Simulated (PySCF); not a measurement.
## Exercise with solution: oscillator strength and radiative lifetime

TaF₄Br, SMILES [F][Ta]([F])([F])([Br])[F], multiplicity 1.

Geometry optimised at PBE0-D3(BJ)/def2-SVP. The spin state was assumed, not searched. The structure was generated by enumeration; whether it is a known compound was not checked. The def2 effective core potentials stand for the cores of Ta; spin–orbit coupling is left out.

TDDFT-PBE/def2-SVPD in PySCF puts the first singlet state with f over 0.02 at 6.18 eV (vertical), with the transition dipole (0.000, 0.000, 0.843) in atomic units.

**Question.** Find the oscillator strength, the wavelength and the radiative lifetime that this transition would have in vacuum if emission retraced absorption.

**Answer.** 
|μ|² = 0.7106 au, so |μ| = 2.14 D. ΔE = 6.18/27.211 = 0.2271 hartree. f = (2/3) ΔE |μ|² = 0.108 (the program prints 0.108).
λ = 1239.84/6.18 = 201 nm; ν = 49845 cm⁻¹.
Einstein's coefficient A = 0.6670 ν² f s⁻¹ (ν in cm⁻¹) = 1.8e8 s⁻¹, so τ = 1/A = 5.6 ns. This state is S9; the lower singlets have f = 0.000, 0.008, 0.000, 0.001, 0.002, 0.000, 0.000, 0.001. The figure is the radiative limit of this one transition; relaxation, internal conversion, crossing to triplets and a medium change what is measured.
